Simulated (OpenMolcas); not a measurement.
Cr3+ with its 6 nearest fluoride ions at 1.883 Å, on the Ge site of Cs2GeF6 (a = 9.021 Å, distance in the model lattice 1.804 Å). The rest of the host is ab initio model potentials to 7.6 Å and point charges beyond; the distance is set by hand and nothing relaxes, and no local charge compensation is placed. Ligand basis ANO-RCC-VDZP.
```
Cr    0.0000    0.0000    0.0000
F     1.8830    0.0000    0.0000
F     0.0000    1.8830    0.0000
F    -1.8830    0.0000    0.0000
F     0.0000   -1.8830    0.0000
F     0.0000    0.0000    1.8830
F     0.0000    0.0000   -1.8830
```

```
Program             : OpenMolcas
Method              : SS-CASPT2, IPEA 0.25 Eh, imaginary shift 0.1 Eh (closed shells correlated: 3s 3p and the ligand valence shells)
Basis               : ANO-RCC-VTZP [6s5p3d2f1g]
Scalar Hamiltonian  : DKH2, point nucleus
Active space        : 3 electrons in 5 orbitals (3d)
State averaging     : 2S+1 = 4 even, 10 roots; 2S+1 = 2 even, 40 roots
Spin-orbit coupling : state interaction with AMFI integrals over the reference wave functions
```

**Question.** What is the spin-free ground state (labels of O, the rotations of Oh)?

**Answer.** 4A2, 1-fold in its orbital part; it has the highest spin that d3 allows.

**Question.** Where is the first state of the same spin?

**Answer.** 4T2 at 18000 cm-1 above the ground state.

**Question.** What are the lowest two levels with spin-orbit coupling?

**Answer.** A 4-fold level Γ8, then a 4-fold level Γ8 14650 cm-1 above it. Their leading multiplicities are 4 (100 %) and 2 (99 %).

**Question.** What is χT at 300 K, and how does it compare with the textbook value?

**Answer.** The lowest level has 2S+1 = 4, for which the spin-only value is χT = S(S+1) / 2 = 1.875 cm3 K/mol (g = 2). The computed 1.842 at 300 K differs by -0.033, through orbital momentum, spin-orbit coupling and any other state in reach.

Roots that are degenerate in the reference are averaged as groups; the widest CASPT2 spread within a group is 130 cm-1 (the 2-fold group of multiplicity 2 near 34200 cm-1 above the lowest state of its run). Shifts and gaps below about the spread of the groups concerned are not significant. Over all roots computed the reference weight is 0.72 to 0.73; a low but even weight reflects the number of correlated electrons. Ligand-to-metal charge-transfer states are missing. With no ligand orbital active B as a rule stays too high, so bands that hang on it stand too high and its fall with covalency is understated. With one d shell and no ligand orbital active, 10Dq can be off by a tenth or more. No measured value stands beside these numbers; the geometry was set by hand and not optimised.
